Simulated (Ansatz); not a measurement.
A structure relaxed at r2SCAN-D4/def2-SVP in Ansatz, charge 0, singlet:

```tsv
atom	x (Å)	y (Å)	z (Å)
Cu1	-1.7313	0.0359	-0.6751
Cu2	0.9979	1.1056	1.0271
Cu3	-0.8876	-0.2083	1.6198
Cu4	0.1792	1.3427	-1.1998
Cu5	-1.2298	1.9215	0.6566
Cu6	1.0554	-1.2613	0.7545
Cu7	-1.1328	-2.0771	0.1956
Cu8	0.2367	-1.0243	-1.4724
Te9	2.5124	0.1655	-0.9062
```

Give its formula and point group.

Cu₈Te (the lowest singlet isomer of a short search). Point group C2v (tolerance 0.1 Å).

Summarise the bond lengths by kind (pairs closer than 1.2 times the sum of covalent radii, bridged metal pairs left out).

13 × Cu–Cu 2.36 to 2.46 Å; 4 × Cu–Te 2.63 Å.

In the def2 sets Te takes a core potential; there is no spin–orbit coupling. The structure comes from a short search, and lower isomers may exist.
